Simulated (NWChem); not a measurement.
Species: C₃H₄Cl₂; SMILES CC=C(Cl)Cl

```xyz
9

C     -0.9567     2.2710     0.0000
C     -1.1175     0.7811     0.0000
C     -0.1416    -0.1285     0.0000
Cl     1.5613     0.2599     0.0000
Cl    -0.4736    -1.8457     0.0000
H     -1.4438     2.7069    -0.8818
H      0.0921     2.5742     0.0000
H     -1.4438     2.7069     0.8818
H     -2.1330     0.3915     0.0000
```
Atoms are numbered in this order, from 1.

All runs: NWChem. Geometry optimised at B3LYP/6-31G*; all other runs use it. Pople sets run with spherical d functions.

```tsv
quantity	level	value
vertical, lowest excitation, singlet (eV)	B3LYP/def2-SVPD, TDA	?
solvation free energy (kcal/mol) in n-hexane	B3LYP/6-31G*, SMD	-3.8
isotropic polarisability (bohr³), static	B3LYP/def2-SVPD	67.9
−ε(HOMO) (eV)	PBE/def2-SVP	5.87
dipole (D)	B3LYP/6-31G*	?
highest harmonic frequency (cm⁻¹)	B3LYP/6-31G*	?
```

Problem. What belongs in the gaps?

Solution. 
- vertical, lowest excitation, singlet (eV), value: 5.63
- dipole (D), value: 2.12
- highest harmonic frequency (cm⁻¹), value: 3192
